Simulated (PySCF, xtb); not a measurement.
C2H6F2OSi, SMILES FC[SiH](CF)O.

GFN2-xTB run with xtb at its own geometry gives an orbital gap of 6.24 eV and a dipole moment of 2.65 D.

Geometry optimised at ωB97X-D3(BJ)/def2-SVP. The values are those of a single conformer.

Problem. What does PySCF with PBE/def2-TZVP give? (The exact figures need the calculation; the answer reports its results.)

Solution. gap 5.95 eV (levels -6.65 and -0.70 eV), dipole 3.02 D.
